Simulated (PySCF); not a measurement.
ECD: `CC[C@H]1[Se]C[C@H]1F`, C$_{5}$H$_{9}$FSe

Molfile (atoms numbered from 1):
```
C5H9FSe
     RDKit          3D

 16 16  0  0  0  0  0  0  0  0999 V2000
   -2.2601   -0.0463   -0.4518 C   0  0  0  0  0  0  0  0  0  0  0  0
   -0.9202    0.6179   -0.1744 C   0  0  0  0  0  0  0  0  0  0  0  0
    0.0083   -0.3116    0.5807 C   0  0  1  0  0  0  0  0  0  0  0  0
    0.6875   -1.8276   -0.5446 Se  0  0  0  0  0  2  0  0  0  0  0  0
    2.1268   -0.4778   -0.4037 C   0  0  0  0  0  0  0  0  0  0  0  0
    1.4394    0.2032    0.7698 C   0  0  1  0  0  0  0  0  0  0  0  0
    1.5425    1.5745    0.7383 F   0  0  0  0  0  0  0  0  0  0  0  0
   -2.8978    0.6102   -1.0372 H   0  0  0  0  0  0  0  0  0  0  0  0
   -2.7707   -0.2895    0.4777 H   0  0  0  0  0  0  0  0  0  0  0  0
   -2.1059   -0.9704   -1.0101 H   0  0  0  0  0  0  0  0  0  0  0  0
   -0.4529    0.9190   -1.1148 H   0  0  0  0  0  0  0  0  0  0  0  0
   -1.0617    1.5198    0.4280 H   0  0  0  0  0  0  0  0  0  0  0  0
   -0.4592   -0.6691    1.5003 H   0  0  0  0  0  0  0  0  0  0  0  0
    2.1403    0.1500   -1.2938 H   0  0  0  0  0  0  0  0  0  0  0  0
    3.1162   -0.8834   -0.2076 H   0  0  0  0  0  0  0  0  0  0  0  0
    1.8600   -0.1100    1.7318 H   0  0  0  0  0  0  0  0  0  0  0  0
  1  2  1  0
  2  3  1  0
  3  4  1  0
  4  5  1  0
  5  6  1  0
  6  7  1  0
  6  3  1  0
  1  8  1  0
  1  9  1  0
  1 10  1  0
  2 11  1  0
  2 12  1  0
  3 13  1  1
  5 14  1  0
  5 15  1  0
  6 16  1  1
M  END
```

The calculation used TDDFT B3LYP/def2-SVPD circular dichroism and optical rotation, one conformer, gas phase (PySCF 2.14.0). Geometry: GFN2-xTB.

The molecule is flexible and this is one conformer; a measurement averages over conformers. The calculation is non-relativistic, which matters for the atoms heavier than Zn. States above about 6.2 eV (minus the energy of the highest occupied orbital) lie near or above the ionisation threshold and depend on the basis.

(1) Assign R or S to each stereocentre.

(2) Which excitations and rotatory strengths does the calculation give?

## Answers

(1) C3 R, C6 R.

(2) Rotatory strengths R in 10⁻⁴⁰ esu² cm², velocity form and length form (origin at the centre of mass); f in length form.
```tsv
state	E (eV)	λ (nm)	f	R (velocity)	R (length)	main
1	3.97	313	0.0002	+4.8	+4.3	HOMO→LUMO 0.99
2	5.19	239	0.016	-3.3	-3.2	HOMO→LUMO+1 0.98
3	5.64	220	0.043	-7.0	-7.5	HOMO→LUMO+2 0.97
4	6.07	204	0.023	+6.1	+7.3	HOMO→LUMO+3 0.89, HOMO→LUMO+4 0.10
5	6.33	196	0.026	+28.3	+29.7	HOMO−1→LUMO 0.66, HOMO→LUMO+4 0.29
6	6.41	194	0.036	+23.1	+22.8	HOMO→LUMO+4 0.57, HOMO−1→LUMO 0.28
7	6.87	181	0.024	-9.4	-10.0	HOMO→LUMO+5 0.79, HOMO→LUMO+6 0.12
8	6.92	179	0.0009	+1.0	+0.7	HOMO→LUMO+6 0.78
9	7.03	176	0.0004	-2.3	-2.4	HOMO−2→LUMO 0.69, HOMO−1→LUMO+1 0.15
10	7.21	172	0.010	-0.9	-0.5	HOMO→LUMO+7 0.86
11	7.28	170	0.064	+13.1	+12.9	HOMO−1→LUMO+1 0.68, HOMO−3→LUMO 0.20
12	7.30	170	0.006	-4.1	-3.7	HOMO→LUMO+8 0.97
```

Among the states computed, the strongest CD band (largest |R|) is state 5. The largest dissymmetry factor in size, g = 4R/(D+G), with D and G the electric and magnetic dipole strengths, is +0.093 for state 1 (velocity form, f = 0.0003), among bands with |R| over 0.5. The mirror image has the same energies and oscillator strengths and all R with the opposite sign.
